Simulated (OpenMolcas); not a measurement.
Zr.

```
Program             : OpenMolcas 26.06
Method              : CASSCF
Basis               : ANO-RCC-VQZP [8s7p5d3f2g1h]
Scalar Hamiltonian  : DKH2, point nucleus
Active space        : 2 electrons in 5 orbitals (4d)
State averaging     : 2S+1 = 3 even, 10 roots; 2S+1 = 1 even, 15 roots
Spin-orbit coupling : state interaction with AMFI integrals over the reference wave functions, term energies averaged over their components
```

Levels without dynamic correlation, in cm-1 above 4d2 5s2 3F2:

```
      Level      E
4d2 5s2 3P0   9323
4d2 5s2 1D2   8253
4d2 5s2 1G4  12441
4d2 5s2 1S0  29446
```

On this reference, SS-CASPT2, IPEA 0.25 Eh, imaginary shift 0.1 Eh (closed shells correlated: 4s 4p 5s) puts 4d2 5s2 3P0 at 7350 cm-1.

Estimate the other levels at that method by one scale factor, and say how well it serves.

The factor is 7350 / 9323 = 0.788. Scaled values beside those that SS-CASPT2 gives and measured ones (NIST Handbook of Basic Atomic Spectroscopic Data):
```tsv
Level	Scaled	SS-CASPT2	Miss (%)	Measured
4d2 5s2 1D2	6503	4680	+39.0	
4d2 5s2 1G4	9804	9500	+3.2	8057
4d2 5s2 1S0	23203	19750	+17.5
```
For these levels the scaled values miss SS-CASPT2 by up to 39.0 %, as correlation changes each term by its own factor, spin-orbit parts do not scale and CASPT2 has its own spread within terms. This holds within one configuration; levels of others move differently, and the target method has errors of its own against measurement.

CASPT2 breaks the degeneracy within a term, and the mean is taken; among the terms shown or strongly mixed into the levels shown the widest spread is 700 cm-1 (4d2 5s2 1G, SS-CASPT2). With the s shell closed, the reference lacks s² → p², s² → d² and s → d mixing, so excited terms can stand far too high and out of order, with CASPT2 too. Without dynamic correlation excited terms often stand tens of per cent too high (terms of higher spin than the ground term too low), and those without a measured partner can miss by more than the paired ones (holds for CASSCF). Some terms miss by over 15 % even with CASPT2, which points to a basis or an active space too small for the shells correlated (holds for SS-CASPT2). Computed and measured levels are paired by configuration, term and J; levels that our copy of the source lacks, or whose pairing is in doubt (as where it misses far off the trend of its configuration), stay unpaired and out of the deviations. Levels of configurations outside the active space are missing.
